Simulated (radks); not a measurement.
Values are calculated unless marked as measured or tabulated.
Er X, 59 electrons, occupied as [Kr] 4d10 4f10 5s2 5p1.

Level of theory: Dirac Kohn-Sham, PBE, spin-unpolarised, spherical densities, finite nucleus; open shells fill j = l - 1/2 first; Fermi nuclear charge, rms radius 5.2516 fm (a radial shooting solver on a logarithmic mesh with Libxc functionals).

Energy parts (eV):
part                      energy
total                 -355783.17
kinetic                392680.55
electron-nucleus      -871371.18
Hartree                130364.72
exchange-correlation    -7457.26

Orbitals (lengths in bohr, moments of r in powers of bohr; r(max) is where P^2 peaks; r(90%) holds 90 % of the orbital's charge):
orbital  occ.  eigenvalue (eV)      <r>  r(90%)   r(max)      <r^2>
1s1/2       2        -57447.99  0.02037  0.0369  0.01286  0.0005680
2s1/2       2        -9772.426  0.08589   0.134  0.07341   0.008776
2p1/2       2        -9316.562  0.07147   0.118  0.05512   0.006329
2p3/2       4        -8399.570  0.07874   0.128  0.06134   0.007547
3s1/2       2        -2306.766   0.2249   0.330   0.2074    0.05793
3p1/2       2        -2106.439   0.2146   0.323   0.1950    0.05360
3p3/2       4        -1913.804   0.2283   0.342   0.2079    0.06044
3d3/2       4        -1570.804   0.2012   0.314   0.1642    0.04761
3d5/2       6        -1528.694   0.2054   0.319   0.1678    0.04950
4s1/2       2        -575.1016   0.5070   0.728   0.4740     0.2903
4p1/2       2        -494.8729   0.5156   0.750   0.4761     0.3026
4p3/2       4        -451.2581   0.5463   0.794   0.5035     0.3394
4d3/2       4        -318.8592   0.5716   0.857   0.5057     0.3784
4d5/2       6        -310.8494   0.5821   0.872   0.5145     0.3922
4f5/2       6        -149.2317   0.6797    1.11   0.4961     0.5648
4f7/2       4        -147.9188   0.6864    1.12   0.5007     0.5759
5s1/2       2        -184.8563    1.133    1.60    1.060      1.430
5p1/2       1        -159.2445    1.211    1.72    1.123      1.638
5p3/2       0        -150.9432    1.271    1.80    1.184      1.804

The highest occupied level is 4f7/2 at -147.92 eV. The configuration is held as typed, so some empty levels lie below it. The density falls to 0.001 e/bohr^3 at r = 2.39 bohr. Summed over all electrons, <r^2> = 17.61 bohr^2, which gives a Langevin (diamagnetic) susceptibility term of -14 x 10^-6 cm^3/mol.
